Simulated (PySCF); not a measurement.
## C3H9OSi: g tensor and hyperfine couplings

Species: C3H9OSi (doublet state).
Geometry (GFN2-xTB, Å), atoms numbered from 1 in this order:
```
atom  x, y, z in Å
C1    -0.968   -1.110    0.348
C2    -0.426    0.255    0.571
C3    -1.322    1.433    0.727
O4     0.856    0.525    0.259
Si5    2.180   -0.325   -0.124
H6    -1.910   -1.233    0.877
H7    -1.150   -1.307   -0.716
H8    -0.257   -1.858    0.700
H9    -1.807    1.705   -0.219
H10   -2.109    1.221    1.450
H11   -0.745    2.290    1.064
H12    1.953   -1.177   -1.296
H13    2.601   -1.193    0.983
H14    3.100    0.774   -0.368
```

The hyperfine couplings belong to this conformer and change with its torsions.

As a line formula: `O([SiH3])[C](C)C` [radical].

The calculation used UKS B3LYP, pcH-1 on C H O Si, non-relativistic, mean-field spin-orbit, GIAO (PySCF). One conformer (not necessarily the lowest) at the GFN2-xTB geometry, without solvent, vibrations or thermal averaging. A GFN2-xTB geometry isn't a minimum of the functional, and hyperfine couplings can be far from their values at a DFT geometry. The SCF solution wasn't tested for stability.

```
g1, g2, g3        : 2.00210, 2.00332, 2.00365
g_iso             : 2.00302
Form of g         : rhombic: the two nearest values differ by 22 % of g3 − g1
⟨S²⟩              : 0.7536 (exact 0.7500)
α and β electrons : 25, 24
```

Isotropic coupling and dipolar principal values T1 to T3, in mT (MHz turned into mT with g_iso):

| atom | isotope | a_iso | of which spin–orbit | T1 | T2 | T3 | Mulliken spin population |
| --- | --- | --- | --- | --- | --- | --- | --- |
| C1 | 13C | -0.93 | 0.00 | -0.06 | -0.05 | 0.11 | -0.07 |
| C2 | 13C | 4.56 | 0.00 | -2.91 | -2.84 | 5.74 | 0.87 |
| C3 | 13C | -0.94 | 0.00 | -0.06 | -0.04 | 0.10 | -0.08 |
| O4 | 17O | -0.35 | 0.00 | -1.45 | 0.70 | 0.75 | 0.06 |
| Si5 | 29Si | 0.12 | 0.00 | -0.06 | 0.01 | 0.05 | 0.01 |
| H6 | 1H | 0.60 | 0.00 | -0.19 | -0.14 | 0.34 | 0.01 |
| H7 | 1H | 4.59 | 0.00 | -0.15 | -0.12 | 0.28 | 0.07 |
| H8 | 1H | 1.64 | 0.00 | -0.19 | -0.15 | 0.34 | 0.02 |
| H9 | 1H | 4.53 | 0.00 | -0.16 | -0.12 | 0.28 | 0.07 |
| H10 | 1H | 1.41 | 0.00 | -0.19 | -0.15 | 0.34 | 0.01 |
| H11 | 1H | 0.73 | 0.00 | -0.18 | -0.15 | 0.33 | 0.01 |
| H12 | 1H | 0.34 | 0.00 | -0.07 | -0.06 | 0.13 | 0.01 |
| H13 | 1H | 0.60 | 0.00 | -0.07 | -0.06 | 0.14 | 0.01 |
| H14 | 1H | -0.09 | 0.00 | -0.08 | -0.06 | 0.14 | 0.00 |

The Mulliken spin populations are largest on C2 (+0.87), C3 (-0.08), C1 (-0.07) and H7 (+0.07). C2 is the only atom above +0.15. The positive populations add up to 1.15 and the negative ones to -0.15, together 2S = 1. The angles at C2 add up to 357.4°, so it is nearly planar.

Under fast tumbling the dipolar parts average out, and these isotropic splittings remain: 3 × 1H (H6/H7/H8, I = 1/2, 4 lines) with 2.27 mT, 3 × 1H (H9/H10/H11, I = 1/2, 4 lines) with 2.22 mT and 3 × 1H (H12/H13/H14, I = 1/2, 4 lines) with 0.28 mT.

Nuclei that the bonding pattern makes equivalent are averaged, as if the motion that swaps them (rotation, inversion, ring flip) were fast. C1 and C3, with what hangs on them, aren't averaged: C2 is flat or nearly so (angle sum 357°), and its turn about the short C2–O4 bond (1.35 Å) is taken as slow. The three 1H nuclei of mean +63.8 MHz run from 16.8 to 128.6 MHz in the frozen geometry. The three 1H nuclei of mean +62.3 MHz run from 20.5 to 126.9 MHz in the frozen geometry.

The 17O coupling of O4 (-9.8 MHz) shows only in satellite lines or after enrichment, since that isotope makes up about 0.038 % of natural oxygen.

The 13C coupling of C2 (128.0 MHz) shows only in satellite lines or after enrichment, since that isotope makes up about 1.07 % of natural carbon.

β density exceeds α density at some nuclei, such as C3 (-0.0233), C1 (-0.0231) and Si5 (-0.0037), spin density in bohr⁻³. In a single determinant that takes different orbitals for the two spins, that is spin polarisation.
